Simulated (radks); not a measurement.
Bi63+, configuration [Ar] 3d2. Method: Dirac Kohn-Sham, PBE, spin-unpolarised, spherical densities, point nucleus; open shells are shared between the two j in proportion to 2j + 1; computed with a radial shooting solver on a logarithmic mesh with Libxc functionals.

Unscreened Slater integrals over Kohn-Sham orbitals (cm^-1). Large and small components are both included.

integral           value
F0(3d5/2,3d5/2)  1359600
F2(3d5/2,3d5/2)   706140
F4(3d5/2,3d5/2)   457640
F0(3d5/2,3d3/2)  1379000
F2(3d5/2,3d3/2)   711750
G2(3d5/2,3d3/2)   693380
G4(3d5/2,3d3/2)   449080
F0(3d5/2,3p3/2)  1252700
F2(3d5/2,3p3/2)   596200
G1(3d5/2,3p3/2)   611770
G3(3d5/2,3p3/2)   415670
F0(3d5/2,3p1/2)  1315800
G3(3d5/2,3p1/2)   465450
F0(3d3/2,3d3/2)  1399700
F2(3d3/2,3d3/2)   718880
F0(3d3/2,3p3/2)  1267700
F2(3d3/2,3p3/2)   593120
G1(3d3/2,3p3/2)   596160
G3(3d3/2,3p3/2)   404780
F0(3d3/2,3p1/2)  1333500
G1(3d3/2,3p1/2)   708780
F0(3p3/2,3p3/2)  1192100
F2(3p3/2,3p3/2)   591090
F0(3p3/2,3p1/2)  1242400
G2(3p3/2,3p1/2)   589230
F0(3p1/2,3p1/2)  1303100
